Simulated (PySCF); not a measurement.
# Electron correlation in Ne⁺ (neon, charge +1)

[He] 2s1 2p5 3s1, high-spin 4P determinant (an excited configuration). Computed with PySCF 2.14 in aug-cc-pwCVDZ, with no relativity, point nucleus. Frozen: 1s2; 7 electrons correlated.

```csv
level,correlation energy (mhartree)
CCSD,-181.82
(T),-5.13
CCSD(T),-186.95
CCSDT,-188.28
```

Diagnostics: T1 = 0.0081, D1 = 0.0258, largest double amplitude 0.169.

The outer electron is Rydberg-like, and this basis confines it to a smaller radius and binds it less than a complete one would. A double-excitation amplitude exceeds 0.15, a sign of near-degeneracy.

Cost of the coupled-cluster step: of the order of 0.4 core-seconds, for 7 correlated electrons.

Iterations:

```
CC2 = 0
CCSD nocc = (np.int64(5), np.int64(2)), nmo = (26, 26)
frozen orbitals [[0], [0]]
max_cycle = 100
direct = 0
conv_tol = 1e-08
conv_tol_normt = 1e-06
diis_space = 8
diis_start_cycle = 0
Init t2, MP2 energy = -0.168034213609651
Init E_corr(UCCSD) = -0.1680342136128
cycle = 1  E_corr(UCCSD) = -0.245478506932617  dE = -0.0774442933  norm(t1,t2) = 1.04397
cycle = 2  E_corr(UCCSD) = -0.479441207362375  dE = -0.2339627  norm(t1,t2) = 3.95705
cycle = 3  E_corr(UCCSD) = -0.110324794237008  dE = 0.369116413  norm(t1,t2) = 10.0715
cycle = 4  E_corr(UCCSD) = -0.154745405258909  dE = -0.044420611  norm(t1,t2) = 4.2475
cycle = 5  E_corr(UCCSD) = -0.169922414431502  dE = -0.0151770092  norm(t1,t2) = 1.16172
cycle = 6  E_corr(UCCSD) = -0.182721387753562  dE = -0.0127989733  norm(t1,t2) = 0.330466
cycle = 7  E_corr(UCCSD) = -0.179267160922382  dE = 0.00345422683  norm(t1,t2) = 0.144817
cycle = 8  E_corr(UCCSD) = -0.181547514469454  dE = -0.00228035355  norm(t1,t2) = 0.136701
cycle = 9  E_corr(UCCSD) = -0.181850180149323  dE = -0.00030266568  norm(t1,t2) = 0.027528
cycle = 10  E_corr(UCCSD) = -0.18182901949968  dE = 2.11606496e-05  norm(t1,t2) = 0.0024848
cycle = 11  E_corr(UCCSD) = -0.181820436232848  dE = 8.58326683e-06  norm(t1,t2) = 0.000887981
cycle = 12  E_corr(UCCSD) = -0.181821614317196  dE = -1.17808435e-06  norm(t1,t2) = 0.000138094
cycle = 13  E_corr(UCCSD) = -0.181822016069515  dE = -4.01752319e-07  norm(t1,t2) = 1.56668e-05
cycle = 14  E_corr(UCCSD) = -0.181821987623228  dE = 2.84462873e-08  norm(t1,t2) = 4.11456e-06
cycle = 15  E_corr(UCCSD) = -0.181822023978153  dE = -3.63549253e-08  norm(t1,t2) = 8.51002e-07
cycle = 16  E_corr(UCCSD) = -0.181822025435307  dE = -1.45715368e-09  norm(t1,t2) = 2.03698e-07
UCCSD converged
E(UCCSD) = -126.004960840745  E_corr = -0.1818220254353065
UCCSD(T) correction = -0.00512793859484469
```
